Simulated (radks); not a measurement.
Values are calculated unless marked as measured or tabulated.
Spherical quantum dot in the effective-mass picture: electrons in a parabolic well V = omega^2 r^2 / 2 with omega = 1.01, with a point charge +2 (a donor) at the centre, all in effective atomic units (hartree* = m*/eps^2 hartree, bohr* = eps/m* bohr), one dielectric constant everywhere. Level of theory: non-relativistic Kohn-Sham, LDA (Slater exchange, Perdew-Wang correlation), spin-polarised, spherical densities (a radial shooting solver with Libxc functionals). Levels are named by radial order and angular momentum (1s, 1p, 1d, 2s, ...), and open shells are averaged over m. Results are scaled to m* = 0.039 and eps = 4.7, for which hartree* = 48.04 meV and bohr* = 6.377 nm.

N = 12, configuration 1s2 1p6 1d(up 2, down 0) 2s2. This is the lowest configuration that the search found. Occupied and some empty levels:

| level | occupation | eigenvalue (meV) | <r> (nm) |
|---|---|---|---|
| 1s up | 1 | 277.71 | 5.967 |
| 1s down | 1 | 278.49 | 5.887 |
| 1p up | 3 | 333.55 | 11.23 |
| 1p down | 3 | 335.63 | 11.19 |
| 2s up | 1 | 347.27 | 11.55 |
| 2s down | 1 | 349.13 | 11.60 |
| 1d up | 2 | 368.62 | 13.35 |
| 1d down | 0 | 370.91 | 13.36 |
| 1f up | 0 | 404.53 | 14.90 |
| 2p up | 0 | 406.52 | 13.23 |
| 1f down | 0 | 406.76 | 14.94 |
| 2p down | 0 | 407.99 | 13.26 |
| 1g up | 0 | 442.14 | 16.22 |
| 1g down | 0 | 444.20 | 16.27 |

Energy (meV): total 2245.27, kinetic 680.69, external 3.5942, Hartree 1837.9, exchange-correlation -276.92.

Electron density:

| r (nm) | n(r) (e/nm^3) |
|---|---|
| 1.64 | 0.007744 |
| 3.39 | 0.002934 |
| 5.15 | 0.001423 |
| 6.91 | 0.0009944 |
| 8.67 | 0.0008626 |
| 10.4 | 0.0007444 |
| 12.2 | 0.0005711 |
| 13.9 | 0.0003749 |
| 15.7 | 0.0002066 |
| 17.4 | 0.00009534 |
| 19.2 | 0.00003653 |
| 21.0 | 0.00001169 |
| 22.7 | 3.115e-06 |
